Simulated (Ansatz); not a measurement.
Ansatz (a quantum-chemistry and plane-wave program) input (B3LYP-D3(BJ)/def2-TZVP):

Ansatz 0.2 input:
```yaml
crystal:
  periodic: [false, false, false]
  atoms:
    - {symbol: B, position_ang: [-0.00000000, -0.00000000, -0.69204907]}
    - {symbol: N, position_ang: [0.00000000, 0.00000000, 0.54091630]}
    - {symbol: H, position_ang: [-0.00000000, -0.00000000, -1.85890057]}
    - {symbol: H, position_ang: [0.00000000, 0.00000000, 1.53273184]}
basis:
  gaussian:
    orbitals: def2-TZVP
hamiltonian:
  xc: b3lyp
  dispersion: d3bj
phonons: {temperatures: {t_min: 298.15, t_max: 298.15, t_step: 100}}
```

Output:

```
Functional definition: B3LYP
integrals: 0.01 GiB planned
412 factors; their error is unknown
mean field: 0.13 GiB planned
mean field evaluation 1: about -2191.6575 eV, gradient 6.6e1 eV
mean field evaluation 2: about -2163.8602 eV, gradient 1.1e2 eV
mean field evaluation 4: about -2199.7379 eV, gradient 6.4e0 eV
mean field evaluation 8: about -2199.8408 eV, gradient 1.9e-2 eV
mean field -2199.84082809 eV, -80.8426593267 hartree, gradient 2.3e-5 eV, S^2 0.000000; 0 other end points of the search recorded, 0 dependent functions left out
the calculation of the forces begins
reference -2199.84102517 eV, -80.8426665692 hartree; 7, 7 occupied and 67, 67 virtual orbitals, 412 factors
these checks for a lower state are left out or cut short: stability, starts, cluster_reference, orbital_swaps, neighbouring_geometries, increment
integrals: 0.01 GiB planned
412 factors; their error is unknown
mean field: 0.13 GiB planned
mean field evaluation 16: about -2199.8406 eV, gradient 2.7e-1 eV
mean field -2199.84081227 eV, -80.8426587454 hartree, gradient 5.0e-7 eV, S^2 0.000000; 0 other end points of the search recorded, 0 dependent functions left out
the calculation of the forces begins
reference -2199.84100935 eV, -80.8426659879 hartree; 7, 7 occupied and 67, 67 virtual orbitals, 412 factors
these checks for a lower state are left out or cut short: stability, starts, cluster_reference, orbital_swaps, neighbouring_geometries, increment
integrals: 0.01 GiB planned
412 factors; their error is unknown
mean field: 0.13 GiB planned
mean field -2199.84081227 eV, -80.8426587454 hartree, gradient 5.0e-7 eV, S^2 0.000000; 0 other end points of the search recorded, 0 dependent functions left out
the calculation of the forces begins
reference -2199.84100935 eV, -80.8426659879 hartree; 7, 7 occupied and 67, 67 virtual orbitals, 412 factors
these checks for a lower state are left out or cut short: stability, starts, cluster_reference, orbital_swaps, neighbouring_geometries, increment
integrals: 0.01 GiB planned
412 factors; their error is unknown
mean field: 0.13 GiB planned
mean field evaluation 32: about -2199.8406 eV, gradient 2.7e-1 eV
mean field -2199.84081227 eV, -80.8426587454 hartree, gradient 5.0e-7 eV, S^2 0.000000; 0 other end points of the search recorded, 0 dependent functions left out
the calculation of the forces begins
reference -2199.84100935 eV, -80.8426659879 hartree; 7, 7 occupied and 67, 67 virtual orbitals, 412 factors
these checks for a lower state are left out or cut short: stability, starts, cluster_reference, orbital_swaps, neighbouring_geometries, increment
integrals: 0.01 GiB planned
412 factors; their error is unknown
mean field: 0.13 GiB planned
mean field -2199.84081227 eV, -80.8426587454 hartree, gradient 5.0e-7 eV, S^2 0.000000; 0 other end points of the search recorded, 0 dependent functions left out
the calculation of the forces begins
reference -2199.84100935 eV, -80.8426659879 hartree; 7, 7 occupied and 67, 67 virtual orbitals, 412 factors
these checks for a lower state are left out or cut short: stability, starts, cluster_reference, orbital_swaps, neighbouring_geometries, increment
integrals: 0.01 GiB planned
412 factors; their error is unknown
mean field: 0.13 GiB planned
mean field -2199.84045761 eV, -80.8426457116 hartree, gradient 5.0e-7 eV, S^2 0.000000; 0 other end points of the search recorded, 0 dependent functions left out
the calculation of the forces begins
reference -2199.84065465 eV, -80.8426529527 hartree; 7, 7 occupied and 67, 67 virtual orbitals, 412 factors
these checks for a lower state are left out or cut short: stability, starts, cluster_reference, orbital_swaps, neighbouring_geometries, increment
integrals: 0.01 GiB planned
[...]
mean field: 0.13 GiB planned
mean field -2199.84082061 eV, -80.8426590516 hartree, gradient 5.0e-7 eV, S^2 0.000000; 0 other end points of the search recorded, 0 dependent functions left out
the calculation of the forces begins
reference -2199.84101768 eV, -80.8426662941 hartree; 7, 7 occupied and 67, 67 virtual orbitals, 412 factors
these checks for a lower state are left out or cut short: stability, starts, cluster_reference, orbital_swaps, neighbouring_geometries, increment
integrals: 0.01 GiB planned
412 factors; their error is unknown
mean field: 0.13 GiB planned
mean field evaluation 96: about -2199.8400 eV, gradient 3.7e-1 eV
mean field -2199.84039598 eV, -80.8426434470 hartree, gradient 5.0e-7 eV, S^2 0.000000; 0 other end points of the search recorded, 0 dependent functions left out
the calculation of the forces begins
reference -2199.84059303 eV, -80.8426506883 hartree; 7, 7 occupied and 67, 67 virtual orbitals, 412 factors
these checks for a lower state are left out or cut short: stability, starts, cluster_reference, orbital_swaps, neighbouring_geometries, increment
integrals: 0.01 GiB planned
412 factors; their error is unknown
mean field: 0.13 GiB planned
mean field -2199.84038540 eV, -80.8426430579 hartree, gradient 5.0e-7 eV, S^2 0.000000; 0 other end points of the search recorded, 0 dependent functions left out
the calculation of the forces begins
reference -2199.84058250 eV, -80.8426503015 hartree; 7, 7 occupied and 67, 67 virtual orbitals, 412 factors
these checks for a lower state are left out or cut short: stability, starts, cluster_reference, orbital_swaps, neighbouring_geometries, increment
integrals: 0.01 GiB planned
412 factors; their error is unknown
mean field: 0.13 GiB planned
mean field -2199.84082331 eV, -80.8426591511 hartree, gradient 5.0e-7 eV, S^2 0.000000; 0 other end points of the search recorded, 0 dependent functions left out
the calculation of the forces begins
reference -2199.84102039 eV, -80.8426663936 hartree; 7, 7 occupied and 67, 67 virtual orbitals, 412 factors
these checks for a lower state are left out or cut short: stability, starts, cluster_reference, orbital_swaps, neighbouring_geometries, increment
integrals: 0.01 GiB planned
412 factors; their error is unknown
mean field: 0.13 GiB planned
mean field -2199.84082331 eV, -80.8426591511 hartree, gradient 5.0e-7 eV, S^2 0.000000; 0 other end points of the search recorded, 0 dependent functions left out
the calculation of the forces begins
reference -2199.84102039 eV, -80.8426663936 hartree; 7, 7 occupied and 67, 67 virtual orbitals, 412 factors
these checks for a lower state are left out or cut short: stability, starts, cluster_reference, orbital_swaps, neighbouring_geometries, increment
integrals: 0.01 GiB planned
412 factors; their error is unknown
mean field: 0.13 GiB planned
mean field evaluation 128: about -2199.8406 eV, gradient 2.3e-1 eV
mean field -2199.84082331 eV, -80.8426591511 hartree, gradient 5.0e-7 eV, S^2 0.000000; 0 other end points of the search recorded, 0 dependent functions left out
the calculation of the forces begins
reference -2199.84102039 eV, -80.8426663936 hartree; 7, 7 occupied and 67, 67 virtual orbitals, 412 factors
these checks for a lower state are left out or cut short: stability, starts, cluster_reference, orbital_swaps, neighbouring_geometries, increment
integrals: 0.01 GiB planned
412 factors; their error is unknown
mean field: 0.13 GiB planned
mean field -2199.84082331 eV, -80.8426591511 hartree, gradient 5.0e-7 eV, S^2 0.000000; 0 other end points of the search recorded, 0 dependent functions left out
the calculation of the forces begins
reference -2199.84102039 eV, -80.8426663936 hartree; 7, 7 occupied and 67, 67 virtual orbitals, 412 factors
these checks for a lower state are left out or cut short: stability, starts, cluster_reference, orbital_swaps, neighbouring_geometries, increment
integrals: 0.01 GiB planned
412 factors; their error is unknown
mean field: 0.13 GiB planned
mean field -2199.84073532 eV, -80.8426559174 hartree, gradient 5.0e-7 eV, S^2 0.000000; 0 other end points of the search recorded, 0 dependent functions left out
the calculation of the forces begins
reference -2199.84093236 eV, -80.8426631583 hartree; 7, 7 occupied and 67, 67 virtual orbitals, 412 factors
these checks for a lower state are left out or cut short: stability, starts, cluster_reference, orbital_swaps, neighbouring_geometries, increment
integrals: 0.01 GiB planned
412 factors; their error is unknown
mean field: 0.13 GiB planned
mean field -2199.84075003 eV, -80.8426564579 hartree, gradient 5.0e-7 eV, S^2 0.000000; 0 other end points of the search recorded, 0 dependent functions left out
the calculation of the forces begins
reference -2199.84094715 eV, -80.8426637019 hartree; 7, 7 occupied and 67, 67 virtual orbitals, 412 factors
these checks for a lower state are left out or cut short: stability, starts, cluster_reference, orbital_swaps, neighbouring_geometries, increment
integrals: 0.01 GiB planned
412 factors; their error is unknown
mean field: 0.13 GiB planned
mean field evaluation 160: about -2199.8406 eV, gradient 2.4e-1 eV
mean field -2199.84082586 eV, -80.8426592447 hartree, gradient 5.0e-7 eV, S^2 0.000000; 0 other end points of the search recorded, 0 dependent functions left out
the calculation of the forces begins
reference -2199.84102294 eV, -80.8426664872 hartree; 7, 7 occupied and 67, 67 virtual orbitals, 412 factors
these checks for a lower state are left out or cut short: stability, starts, cluster_reference, orbital_swaps, neighbouring_geometries, increment
integrals: 0.01 GiB planned
412 factors; their error is unknown
mean field: 0.13 GiB planned
mean field -2199.84082586 eV, -80.8426592447 hartree, gradient 5.0e-7 eV, S^2 0.000000; 0 other end points of the search recorded, 0 dependent functions left out
the calculation of the forces begins
reference -2199.84102294 eV, -80.8426664872 hartree; 7, 7 occupied and 67, 67 virtual orbitals, 412 factors
these checks for a lower state are left out or cut short: stability, starts, cluster_reference, orbital_swaps, neighbouring_geometries, increment
integrals: 0.01 GiB planned
412 factors; their error is unknown
mean field: 0.13 GiB planned
mean field -2199.84082586 eV, -80.8426592447 hartree, gradient 5.0e-7 eV, S^2 0.000000; 0 other end points of the search recorded, 0 dependent functions left out
the calculation of the forces begins
reference -2199.84102294 eV, -80.8426664872 hartree; 7, 7 occupied and 67, 67 virtual orbitals, 412 factors
these checks for a lower state are left out or cut short: stability, starts, cluster_reference, orbital_swaps, neighbouring_geometries, increment
integrals: 0.01 GiB planned
412 factors; their error is unknown
mean field: 0.13 GiB planned
mean field -2199.84082586 eV, -80.8426592447 hartree, gradient 5.0e-7 eV, S^2 0.000000; 0 other end points of the search recorded, 0 dependent functions left out
the calculation of the forces begins
reference -2199.84102294 eV, -80.8426664872 hartree; 7, 7 occupied and 67, 67 virtual orbitals, 412 factors
these checks for a lower state are left out or cut short: stability, starts, cluster_reference, orbital_swaps, neighbouring_geometries, increment
integrals: 0.01 GiB planned
412 factors; their error is unknown
mean field: 0.13 GiB planned
mean field evaluation 192: about -2199.8405 eV, gradient 2.5e-1 eV
mean field -2199.84068212 eV, -80.8426539622 hartree, gradient 5.0e-7 eV, S^2 0.000000; 0 other end points of the search recorded, 0 dependent functions left out
the calculation of the forces begins
reference -2199.84087930 eV, -80.8426612087 hartree; 7, 7 occupied and 67, 67 virtual orbitals, 412 factors
these checks for a lower state are left out or cut short: stability, starts, cluster_reference, orbital_swaps, neighbouring_geometries, increment
integrals: 0.01 GiB planned
412 factors; their error is unknown
mean field: 0.13 GiB planned
mean field -2199.84065576 eV, -80.8426529938 hartree, gradient 5.0e-7 eV, S^2 0.000000; 0 other end points of the search recorded, 0 dependent functions left out
the calculation of the forces begins
reference -2199.84085273 eV, -80.8426602322 hartree; 7, 7 occupied and 67, 67 virtual orbitals, 412 factors
Total energy: -2199.90486070 eV, -80.8450124816 hartree
Atom 0 at    -0.000000    -0.000000    -0.692049 Å, force     0.000000     0.000000    -0.000513 eV/Å
Atom 1 at     0.000000     0.000000     0.540916 Å, force    -0.000000    -0.000000    -0.000771 eV/Å
Atom 2 at    -0.000000    -0.000000    -1.858901 Å, force     0.000000     0.000000    -0.000209 eV/Å
Atom 3 at     0.000000     0.000000     1.532732 Å, force     0.000000     0.000000     0.001494 eV/Å
Dipole moment:    -0.000000     0.000000     0.004767 e Å
Vibrations: 464.71 464.71 750.58 750.58 1850.43 2894.82 3862.82 cm⁻¹, zero-point energy 0.684310 eV
```
